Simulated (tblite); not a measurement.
Species: C₇H₁₂N (doublet state).
Structure used (GFN2-xTB), in Å, numbered top down from 1:
```
atom  x, y, z in Å
C1     2.6991   -0.3467    1.1878
C2     1.6716   -0.8051    0.5506
C3     1.0446   -1.1251   -0.6797
C4     0.9093   -0.1301   -1.8048
N5    -0.2417   -0.5411   -1.0599
C6    -0.8620    0.4223   -0.1721
C7    -1.9031    1.1985   -0.9756
C8    -1.5033   -0.3275    0.9911
H9     2.7279   -0.2890    2.2678
H10    3.6132   -0.0009    0.6988
H11    1.1170   -2.1754   -0.9558
H12    0.9715   -0.4899   -2.8228
H13    1.3100    0.8663   -1.6413
H14   -0.1157    1.1332    0.2299
H15   -1.4302    1.7148   -1.8081
H16   -2.6471    0.5126   -1.3724
H17   -2.3960    1.9323   -0.3429
H18   -2.2163   -1.0551    0.6122
H19   -2.0174    0.3670    1.6501
H20   -0.7365   -0.8505    1.5600
```

All values are computed: GFN2-xTB (tblite) harmonic vibrations without scaling, gas phase. Errors from tens to a few hundred cm⁻¹ against measured bands are possible. One conformer, not necessarily the lowest. Open shells enter through the occupations alone, without spin polarisation, and single modes of such species can be off by tens of per cent.

Harmonic wavenumbers (cm⁻¹): 56.7, 76.9, 128.1, 168.0, 190.2, 216.3, 261.6, 303.1, 330.1, 388.3, 474.8, 496.0, 610.4, 768.1, 820.3, 865.2, 903.1, 941.8, 950.1, 967.4, 979.1, 981.9, 1009.0, 1038.1, 1056.0, 1090.8, 1152.6, 1176.1, 1184.4, 1274.5, 1316.2, 1323.3, 1343.4, 1394.1, 1397.3, 1406.9, 1440.1, 1481.3, 1488.9, 1491.3, 1502.1, 1833.5, 2791.9, 2851.1, 2975.3, 3007.1, 3020.1, 3022.4, 3031.5, 3037.6, 3043.1, 3044.2, 3047.6, 3056.4.

A = 3270, B = 1476, C = 1206 MHz; mass 110.097 u (most abundant isotopes); point group C1, symmetry number 1; spin multiplicity 2.

Task: Zero-point energy?

Result: ½Σν̃ = 37103 cm⁻¹ = 443.85 kJ/mol.

Task: What is S at 273.15 K and 1 bar for an ideal gas of classical rigid rotors and harmonic oscillators?

Result: Translation 165.67, rotation 117.75, vibration 103.84, spin (R ln 2) 5.76: S = 393.0 J/(mol K).

Task: And Cp and H(273.15 K) − H(0)?

Result: Cp = 145.07 J/(mol K), of which vibrations give 111.82 (their classical limit is 54 R = 449.0); H(273.15 K) − H(0) = 24.49 kJ/mol without the zero-point energy, 15.41 from vibrations.

Task: Blend soft modes into free rotors: weight 1/[1 + (100 cm⁻¹/ν̃)⁴] for the oscillator and the rest for a rotor with moment μB/(μ + B), μ = h/(8π²ν), B = 10⁻⁴⁴ kg m². What vibrational entropy results?

Result: 97.21 J/(mol K) in place of 103.84, which changes −T·S at 273.15 K by +1.81 kJ/mol.

Task: What must be added to the electronic energy to get the Gibbs energy at 273.15 K and 1 bar?

Result: ZPE + [H(273.15 K) − H(0)] − T·S = 443.85 + 24.49 − 107.35 = 360.99 kJ/mol.

Task: How do the functions run with temperature in this model?

Result: 
| T (K) | S (J/(mol K)) | Cp (J/(mol K)) | H − H(0) (kJ/mol) | G − H(0) (kJ/mol) | ln q(vib) |
| --- | --- | --- | --- | --- | --- |
| 100 | 286.9 | 77.2 | 5.27 | -23.43 | 1.41 |
| 200 | 352.7 | 115.8 | 14.97 | -55.57 | 3.88 |
| 300 | 407.1 | 156.5 | 28.54 | -93.60 | 6.37 |
| 500 | 506.6 | 236.8 | 68.17 | -185.13 | 11.33 |
| 800 | 637.1 | 318.0 | 152.43 | -357.27 | 18.63 |
| 1000 | 712.2 | 354.0 | 219.81 | -492.34 | 23.24 |

q(vib) and H(0) count from the zero-point level.

Task: Which modes carry the vibrational entropy at 273.15 K?

Result: 56.7 cm⁻¹: 18.39; 76.9 cm⁻¹: 15.89; 128.1 cm⁻¹: 11.74; 168.0 cm⁻¹: 9.60; 190.2 cm⁻¹: 8.64; 216.3 cm⁻¹: 7.67 J/(mol K); the other 48 give 31.91 together.

Hindered rotation and anharmonicity are outside this model. Other conformers, if any are populated, would add a mixing term that is left out. The structure is chiral; the term R ln 2 for an equal mix with its mirror image is left out.

The run took 0.68 s on one thread of an Arm Neoverse V1, no GPU (shared host). The figure is for the frequency step alone.
